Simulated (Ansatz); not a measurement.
CH₁₀N₂Si₂, SMILES `N[SiH2]C[SiH2]N`, relaxed with RKS PBE0-D4/def2-TZVP in the Gaussian-basis code of Ansatz from a PBE-D4/def2-SVP geometry. The force threshold is 0.005 eV/Å; the program also tests the step.

The species carries charge 0 and has multiplicity 1.

Start:

```xyz
15

N    -2.283    1.010    1.684
Si   -0.789    1.232    0.791
C    -0.347   -0.377   -0.092
Si    1.463   -0.506   -0.608
N     1.621   -1.721   -1.864
H    -3.120    0.771    1.142
H    -2.525    1.738    2.364
H     0.252    1.599    1.818
H    -0.790    2.333   -0.251
H    -0.971   -0.478   -1.007
H    -0.599   -1.220    0.587
H     1.955    0.781   -1.219
H     2.274   -0.737    0.652
H     2.513   -1.747   -2.369
H     1.346   -2.680   -1.627
```

**Question.** By how much does the energy fall, and how many steps does the optimiser take? (Estimate.)

**Answer.** Computed: 7.64 kJ/mol, in 8 steps.

**Question.** Which bonds change most? (Estimate.)

**Answer.** Computed: N1–Si2 from 1.754 to 1.724 Å; Si4–N5 from 1.754 to 1.724 Å; C3–Si4 from 1.887 to 1.865 Å; Si2–C3 from 1.887 to 1.865 Å.

**Question.** Give the relaxed structure. (Estimate.)

**Answer.** Ansatz gave: 
```xyz
15

N    -2.262    1.038    1.637
Si   -0.776    1.214    0.782
C    -0.350   -0.377   -0.094
Si    1.442   -0.496   -0.601
N     1.635   -1.713   -1.807
H    -3.093    0.762    1.138
H    -2.491    1.704    2.358
H     0.246    1.569    1.805
H    -0.765    2.299   -0.246
H    -0.971   -0.469   -0.992
H    -0.590   -1.214    0.571
H     1.924    0.770   -1.217
H     2.239   -0.712    0.645
H     2.476   -1.718   -2.363
H     1.335   -2.656   -1.615
```
